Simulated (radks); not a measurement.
Values are calculated unless marked as measured or tabulated.
Sn10+, 40 electrons, occupied as [Kr] 4d4. Level of theory: Dirac Kohn-Sham, PBE, spin-unpolarised, spherical densities, finite nucleus; open shells are shared between the two j in proportion to 2j + 1; Fermi nuclear charge, rms radius 4.6519 fm (a radial shooting solver on a logarithmic mesh with Libxc functionals).

Unscreened Slater integrals over Kohn-Sham orbitals (hartree). Large and small components are both included.

integral,value
"F0(4d5/2,4d5/2)",0.97993
"F2(4d5/2,4d5/2)",0.50528
"F4(4d5/2,4d5/2)",0.33995
"F0(4d5/2,4d3/2)",0.98371
"F2(4d5/2,4d3/2)",0.50703
"G2(4d5/2,4d3/2)",0.50656
"G4(4d5/2,4d3/2)",0.34081
"F0(4d5/2,4p3/2)",1.0232
"F2(4d5/2,4p3/2)",0.52973
"G1(4d5/2,4p3/2)",0.67301
"G3(4d5/2,4p3/2)",0.42243
"F0(4d5/2,4p1/2)",1.0354
"G3(4d5/2,4p1/2)",0.42320
"F0(4d3/2,4d3/2)",0.98755
"F2(4d3/2,4d3/2)",0.50887
"F0(4d3/2,4p3/2)",1.0275
"F2(4d3/2,4p3/2)",0.53238
"G1(4d3/2,4p3/2)",0.67615
"G3(4d3/2,4p3/2)",0.42463
"F0(4d3/2,4p1/2)",1.0399
"G1(4d3/2,4p1/2)",0.68097
"F0(4p3/2,4p3/2)",1.0741
"F2(4p3/2,4p3/2)",0.56789
"F0(4p3/2,4p1/2)",1.0884
"G2(4p3/2,4p1/2)",0.57314
"F0(4p1/2,4p1/2)",1.1036
